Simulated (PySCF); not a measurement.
PySCF input for C4H7ClSi, SMILES C(=CCl)=C[SiH2]C, PBE-D3(BJ)/def2-SVP. Geometry optimised at PBE-D3(BJ)/def2-SVP. The structure was generated by enumeration; whether it is a known compound was not checked. Other conformers were not sampled.

```python
import numpy as np
from pyscf import gto, scf, dft, df
from pyscf.hessian import thermo

mol = gto.M(
    atom='''
    C    -2.71710888    0.94973528    1.31562675
    Si   -1.66192625   -0.61472248    1.23120918
    C    -0.88080682   -0.78897826   -0.48355672
    C     0.41775333   -0.68328493   -0.68390110
    C     1.72474879   -0.57764300   -0.82301513
    Cl    2.53067886    0.95232362   -1.10494720
    H    -3.19107751    1.04800611    2.31336204
    H    -2.09451045    1.84862720    1.13447616
    H    -3.52202390    0.92589480    0.55350550
    H    -0.55285657   -0.57781164    2.24481161
    H    -2.52579143   -1.82402949    1.48590067
    H    -1.54246809   -0.96154877   -1.35706074
    H     2.40663659   -1.44149987   -0.77874435
    ''',
    basis='def2-SVP',
    charge=0,
    spin=0,
    max_memory=1600,
    verbose=3,
)
mf = dft.RKS(mol, xc='pbe').density_fit(auxbasis='def2-universal-jkfit')
mf.disp = 'd3bj'
mf.grids.level = 3
mf.conv_tol = 1e-11
mf.max_cycle = 100
mf.kernel()

# [left out here: the lines that compute and print the analytic Hessian (its translational invariance restored by hand, since the grid's response is missing), thermochemistry and intensities]
```

Log of the run:

```
[...]
      11   H                 0.03  0.03 -0.09    0.02 -0.02 -0.18    0.09  0.04 -0.14
      12   H                -0.04 -0.07 -0.39    0.00 -0.10  0.04    0.03  0.23  0.01
Mode                                15                  16                  17
Irrep
Freq [cm^-1]                      821.1629            855.8895            866.6745
Reduced mass [au]                   1.2172              1.2636              1.2731
Force const [Dyne/A]                0.4836              0.5454              0.5634
Char temp [K]                    1181.4706           1231.4344           1246.9516
Normal mode                   x     y     z       x     y     z       x     y     z
       0   C                 0.02  0.02 -0.01    0.08  0.06  0.06   -0.04 -0.03  0.07
       1  Si                -0.00 -0.02  0.01   -0.02 -0.02 -0.03    0.04 -0.02 -0.05
       2   C                -0.01  0.10 -0.02    0.00 -0.01  0.00   -0.01  0.02  0.01
       3   C                 0.00 -0.03 -0.00   -0.00  0.00  0.00   -0.00 -0.00  0.00
       4   C                 0.01  0.01  0.05   -0.01 -0.01 -0.00    0.00 -0.01  0.00
       5  Cl                 0.00 -0.00  0.00    0.00  0.00 -0.00    0.00  0.00 -0.00
       6   H                 0.02 -0.09  0.00   -0.19 -0.01 -0.07   -0.16  0.34 -0.03
       7   H                -0.09  0.09  0.02   -0.29  0.28 -0.09    0.15 -0.20 -0.12
       8   H                -0.02 -0.04  0.02    0.17 -0.44 -0.04    0.11  0.01 -0.10
       9   H                 0.01  0.09 -0.01   -0.23  0.39  0.20   -0.25  0.18  0.26
      10   H                -0.03  0.00  0.01    0.22 -0.18 -0.00   -0.36  0.34  0.34
      11   H                 0.07 -0.70  0.08   -0.02  0.09 -0.00   -0.06 -0.06  0.06
      12   H                -0.04 -0.06 -0.52   -0.01 -0.00  0.05   -0.01 -0.03 -0.01
Mode                                18                  19                  20
Irrep
Freq [cm^-1]                      908.7452           1053.9670           1153.4233
Reduced mass [au]                   1.0553              1.3270              1.1927
Force const [Dyne/A]                0.5135              0.8685              0.9349
Char temp [K]                    1307.4821           1516.4239           1659.5193
Normal mode                   x     y     z       x     y     z       x     y     z
       0   C                -0.00 -0.00  0.00   -0.00  0.00  0.00    0.00 -0.00  0.00
       1  Si                 0.01 -0.03  0.03    0.01 -0.00  0.00   -0.01  0.00  0.01
       2   C                 0.00 -0.01 -0.01    0.07  0.02  0.05    0.07  0.00 -0.06
       3   C                 0.00  0.00  0.00   -0.02 -0.03 -0.04    0.04 -0.03  0.03
       4   C                 0.00  0.00 -0.00   -0.10 -0.01  0.02   -0.00  0.04 -0.01
       5  Cl                -0.00 -0.00  0.00    0.00  0.01 -0.00   -0.00  0.01 -0.00
       6   H                -0.01  0.03 -0.00    0.01  0.01  0.00   -0.01 -0.00 -0.00
       7   H                 0.00 -0.00  0.01    0.01 -0.01  0.00   -0.00  0.00 -0.00
       8   H                -0.01  0.00  0.01    0.00  0.01 -0.00   -0.00 -0.00  0.01
       9   H                 0.23  0.59 -0.25   -0.03  0.01  0.04    0.04 -0.01 -0.04
      10   H                -0.42  0.18 -0.51   -0.02  0.02 -0.00    0.00 -0.01  0.01
      11   H                -0.00  0.06 -0.02    0.64  0.02 -0.39   -0.35  0.00  0.26
      12   H                 0.02  0.02  0.04   -0.35 -0.20  0.08   -0.63 -0.47  0.11
Mode                                21                  22                  23
Irrep
Freq [cm^-1]                     1213.8973           1297.9511           1381.7115
Reduced mass [au]                   1.2451              3.8044              1.0478
Force const [Dyne/A]                1.0810              3.7762              1.1786
Char temp [K]                    1746.5279           1867.4626           1987.9752
Normal mode                   x     y     z       x     y     z       x     y     z
       0   C                -0.07  0.11  0.01    0.00  0.00  0.00   -0.05 -0.03 -0.00
       1  Si                 0.00 -0.01 -0.00   -0.01  0.00  0.01   -0.00 -0.00 -0.00
       2   C                -0.00  0.00 -0.00    0.17  0.01 -0.07    0.00  0.00 -0.00
       3   C                 0.00 -0.00  0.00    0.00  0.01  0.02    0.00  0.00  0.00
       4   C                 0.00  0.00 -0.00   -0.17 -0.05  0.02   -0.00 -0.00  0.00
       5  Cl                -0.00 -0.00 -0.00    0.01  0.00 -0.00    0.00  0.00 -0.00
       6   H                 0.21 -0.43  0.18   -0.02 -0.00 -0.01    0.58  0.28  0.26
       7   H                 0.43 -0.27 -0.07    0.01 -0.01 -0.01   -0.27  0.18  0.23
       8   H                 0.15 -0.45 -0.18   -0.00 -0.00  0.01    0.36 -0.01 -0.42
       9   H                 0.00  0.02  0.01    0.03 -0.00 -0.03    0.00  0.02 -0.01
      10   H                -0.02  0.00  0.00   -0.01  0.01  0.04    0.01 -0.01  0.00
      11   H                -0.01  0.00  0.00   -0.15  0.00  0.20   -0.01  0.00  0.01
      12   H                -0.01 -0.00  0.00    0.21  0.28 -0.06    0.00  0.00  0.00
Mode                                24                  25                  26
Irrep
Freq [cm^-1]                     1384.4739           1996.7197           2146.6526
Reduced mass [au]                   1.0488             10.4297              1.0378
Force const [Dyne/A]                1.1845             24.4994              2.8177
Char temp [K]                    1991.9497           2872.8351           3088.5552
Normal mode                   x     y     z       x     y     z       x     y     z
       0   C                -0.00 -0.01  0.06    0.00 -0.00 -0.00    0.00 -0.00 -0.00
       1  Si                -0.00 -0.00  0.01    0.00  0.00 -0.00    0.02  0.03 -0.01
       2   C                -0.00  0.00 -0.00   -0.11 -0.01  0.02    0.00  0.00 -0.00
       3   C                -0.00 -0.00  0.00    0.23  0.02 -0.03   -0.00 -0.00 -0.00
       4   C                 0.00  0.00 -0.00   -0.11 -0.01  0.01    0.00 -0.00 -0.00
       5  Cl                -0.00 -0.00 -0.00   -0.00 -0.00 -0.00    0.00  0.00 -0.00
       6   H                -0.00 -0.38  0.08    0.00 -0.00 -0.00    0.00  0.00 -0.00
       7   H                -0.22  0.00 -0.66   -0.00  0.00  0.00   -0.00  0.01  0.00
       8   H                 0.25  0.45 -0.23   -0.00  0.00  0.00    0.00  0.00  0.00
       9   H                 0.02 -0.00 -0.01    0.00  0.00  0.00    0.10  0.01  0.08
      10   H                -0.00 -0.01 -0.02   -0.01 -0.01 -0.01   -0.56 -0.78  0.16
      11   H                 0.00  0.00 -0.00   -0.06 -0.01 -0.04    0.01  0.00  0.00
      12   H                -0.00 -0.00  0.00   -0.06  0.07 -0.00    0.00 -0.00  0.00
Mode                                27                  28                  29
Irrep
Freq [cm^-1]                     2175.3169           2978.1970           3032.7269
Reduced mass [au]                   1.0434              1.0349              1.0887
Force const [Dyne/A]                2.9090              5.4084              5.8996
Char temp [K]                    3129.7966           4284.9624           4363.4188
Normal mode                   x     y     z       x     y     z       x     y     z
       0   C                 0.00 -0.00 -0.00   -0.03  0.04  0.00   -0.00 -0.00 -0.00
       1  Si                -0.03 -0.00 -0.02    0.00 -0.00 -0.00    0.00  0.00 -0.00
       2   C                -0.00 -0.00 -0.00    0.00  0.00  0.00    0.05  0.01  0.06
       3   C                -0.00 -0.00  0.00   -0.00  0.00  0.00   -0.01 -0.00  0.00
       4   C                 0.00 -0.00  0.00    0.00  0.00 -0.00   -0.00 -0.00  0.00
       5  Cl                 0.00  0.00 -0.00   -0.00 -0.00 -0.00    0.00  0.00 -0.00
       6   H                -0.00  0.00 -0.00    0.24 -0.04 -0.53   -0.00  0.00  0.00
       7   H                -0.00 -0.00  0.00   -0.32 -0.44  0.09    0.00  0.00 -0.00
       8   H                -0.01  0.00 -0.00    0.41  0.02  0.40   -0.00  0.00 -0.00
       9   H                 0.72  0.02  0.65    0.00  0.00  0.00   -0.00 -0.00 -0.00
      10   H                 0.06  0.10 -0.03   -0.00  0.00 -0.00   -0.00 -0.00  0.00
      11   H                 0.00 -0.00 -0.01   -0.00 -0.00 -0.00   -0.57 -0.15 -0.75
      12   H                 0.00  0.00 -0.00    0.00 -0.00  0.00   -0.00  0.00 -0.00
Mode                                30                  31                  32
Irrep
Freq [cm^-1]                     3079.3403           3084.2270           3125.0557
Reduced mass [au]                   1.1023              1.1029              1.0928
Force const [Dyne/A]                6.1586              6.1813              6.2877
Char temp [K]                    4430.4850           4437.5159           4496.2594
Normal mode                   x     y     z       x     y     z       x     y     z
       0   C                -0.01 -0.00 -0.09    0.07  0.05 -0.01    0.00 -0.00 -0.00
       1  Si                -0.00 -0.00 -0.00    0.00  0.00 -0.00   -0.00  0.00  0.00
       2   C                -0.00  0.00  0.00   -0.00 -0.00  0.00    0.00  0.00  0.00
       3   C                -0.00 -0.00  0.00   -0.00 -0.00  0.00    0.01  0.00 -0.00
       4   C                 0.00 -0.00 -0.00    0.00  0.00 -0.00   -0.06  0.06 -0.00
       5  Cl                 0.00 -0.00 -0.00   -0.00 -0.00  0.00    0.00 -0.00 -0.00
       6   H                -0.30  0.06  0.61   -0.14  0.04  0.31   -0.00 -0.00  0.00
       7   H                -0.02 -0.03 -0.01   -0.44 -0.64  0.13    0.00  0.00 -0.00
       8   H                 0.48  0.02  0.45   -0.29 -0.00 -0.28    0.00 -0.00  0.00
       9   H                 0.00 -0.00  0.00   -0.00 -0.00 -0.00    0.00 -0.00 -0.00
      10   H                 0.00 -0.00  0.00   -0.00 -0.00  0.00    0.00  0.00 -0.00
      11   H                 0.00  0.00  0.00   -0.00 -0.00 -0.00   -0.00 -0.00 -0.00
      12   H                -0.00  0.00  0.00    0.00 -0.00 -0.00    0.60 -0.74  0.04
temperature 298.1500 [K]
pressure 101325.00 [Pa]
Rotational constants [GHz] 5.25087 0.80402 0.74155
Symmetry number 1
Zero-point energy (ZPE) 0.08874 [Eh]   232973.864 [J/mol]
                           tot       elec      trans        rot        vib
Entropy [J/mol/K]       391.036      0.000    168.311    121.418    101.307
Cv [J/mol/K]            124.576      0.000     12.472     12.472     99.633
Cp [J/mol/K]            132.891      0.000     20.786     12.472     99.633
Internal energy [J/mol]                      3718.434   3718.434 248244.815
Internal energy [Eh]   -905.28518  -905.38257
Enthalpy [J/mol]                             6197.391   3718.434 248244.815
Enthalpy [Eh]          -905.28424
Gibbs free energy [J/mol]                  -43984.610 -32482.271 218040.262
Gibbs free energy [Eh] -905.32864
mode   freq/cm-1   IR/(km/mol)
   1       29.60         0.590
   2       77.96         0.057
   3      140.19         0.232
   4      159.70         0.315
   5      182.50         0.627
   6      264.99         1.014
   7      410.99        15.858
   8      471.37        17.005
   9      504.14         2.883
  10      604.50         2.151
  11      635.51        17.820
  12      677.58        12.741
  13      729.30        43.075
  14      747.93        22.871
  15      757.80        53.107
  16      821.16        44.160
  17      855.89        26.941
  18      866.67       273.827
  19      908.75        74.524
  20     1053.97         2.366
  21     1153.42         4.343
  22     1213.90        12.468
  23     1297.95        92.608
  24     1381.71         3.818
  25     1384.47         2.453
  26     1996.72        26.003
  27     2146.65       131.462
  28     2175.32        79.525
  29     2978.20         2.782
  30     3032.73         2.661
  31     3079.34         2.369
  32     3084.23         1.740
  33     3125.06         6.818
max |gradient| / (hartree/bohr): 3.230464486465166e-05
APT charges: [-0.3557  1.1887 -0.448   0.051   0.2585 -0.3094  0.0128  0.0279  0.0243
 -0.2478 -0.2885  0.0392  0.0471]
```

The run converged.
